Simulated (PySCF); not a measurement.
Species: C₄H₉O₃S (doublet state).
Structure used (GFN2-xTB), in Å, numbered top down from 1:
```
atom  x, y, z in Å
C1    -2.7685    0.4191   -0.1119
C2    -1.6411   -0.1756   -0.8608
C3    -0.3571    0.4410   -0.8265
S4     0.4912   -0.0151    0.8346
O5     0.9606   -1.3707    0.7688
O6    -0.3669    0.3648    1.9127
O7     1.7807    0.9880    0.8888
C8     2.9612    0.5495    0.2568
H9    -2.5463    0.3937    0.9612
H10   -2.9057    1.4684   -0.3773
H11   -3.6945   -0.1196   -0.2890
H12   -1.7120   -1.2012   -1.1825
H13    0.3610    0.0743   -1.5509
H14   -0.3654    1.5234   -0.7460
H15    3.8064    0.8805    0.8610
H16    3.0343    0.9819   -0.7449
H17    2.9549   -0.5410    0.1961
```

The hyperfine couplings belong to this conformer and change with its torsions.

Identity: `C([CH]C)S(OC)(=O)=O` [radical].

Level of theory: UKS B3LYP, pcH-1 on C H O S, non-relativistic, mean-field spin-orbit, GIAO in PySCF. One conformer (not necessarily the lowest) at the GFN2-xTB geometry, without solvent, vibrations or thermal averaging. A GFN2-xTB geometry isn't a minimum of the functional, and hyperfine couplings can be far from their values at a DFT geometry. No stability test was run, so a lower SCF solution isn't excluded.

Task: Match the computed a_iso(13C) values +98.9, -29.2, -26.0, -0.8 MHz with the sites C1; C2; C3; C8.

Result: 
```tsv
site	a_iso (MHz)	ρ(0) (bohr⁻³)	position	distance from C2 (Å)	spin population	largest |T| (MHz)
C1	-29.2	-0.0259	1 bond from C2	1.48	-0.07	3.0
C2	+98.9	+0.0880	largest spin population	0.00	+0.92	145.0
C3	-26.0	-0.0231	1 bond from C2	1.42	-0.10	7.2
C8	-0.8	-0.0007	4 bonds from C2	4.79	0.00	0.9
```

Task: The isotropic 17O couplings, averaged over equivalent nuclei, are -15.1, -2.7 MHz. Assign them to O5/O6; O7.

Result: 
```csv
site,a_iso (MHz),ρ(0) (bohr⁻³),position,distance from C2 (Å),spin population,largest |T| (MHz)
O5/O6,-2.7,+0.0045,3 bonds from C2,3.20,+0.02,9.1
O7,-15.1,+0.0247,3 bonds from C2,4.02,+0.03,14.6
```

Task: Match the computed a_iso(1H) values +73.8, -54.3, +34.9, +2.7 MHz (means over equivalent nuclei) with the sites H9/H10/H11; H12; H13/H14; H15/H16/H17.

Result: 
```csv
site,a_iso (MHz),ρ(0) (bohr⁻³),position,distance from C2 (Å),bound to,spin population there,largest |T| (MHz)
H9/H10/H11,+73.8,+0.0165,"β, 2 bonds from C2",2.12,C1,-0.07,8.0
H12,-54.3,-0.0122,"α, 1 bond from C2",1.08,C2,+0.92,35.1
H13/H14,+34.9,+0.0078,"β, 2 bonds from C2, on C3 of spin population -0.10",2.13,C3,-0.10,7.7
H15/H16/H17,+2.7,+0.0006,5 bonds from C2,5.12,C8,0.00,1.7
```

ρ(0) is the spin density at the nucleus and T the dipolar tensor; a_iso includes a spin–orbit part; entries for several nuclei are means. The largest Mulliken spin populations are on C2 (+0.92), C3 (-0.10), S4 (+0.09) and C1 (-0.07). C2 is the only atom above +0.15. The positive populations add up to 1.21 and the negative ones to -0.21, together 2S = 1. The angles at C2 add up to 357.6°, so it is nearly planar; its axial dipolar tensor and the negative coupling of its proton fit spin in a p orbital normal to that plane.

Class means assume fast exchange of nuclei equivalent by connectivity; if that motion is slow, each nucleus keeps its own coupling. The three 1H nuclei of mean +73.8 MHz run from 9.9 to 143.4 MHz in the frozen geometry. The three 1H nuclei of mean +2.7 MHz run from 0.5 to 6.8 MHz in the frozen geometry. The 1H value of +34.9 MHz is a mean of couplings from 30.7 to 39.0 MHz in this one geometry, not an average over conformers.
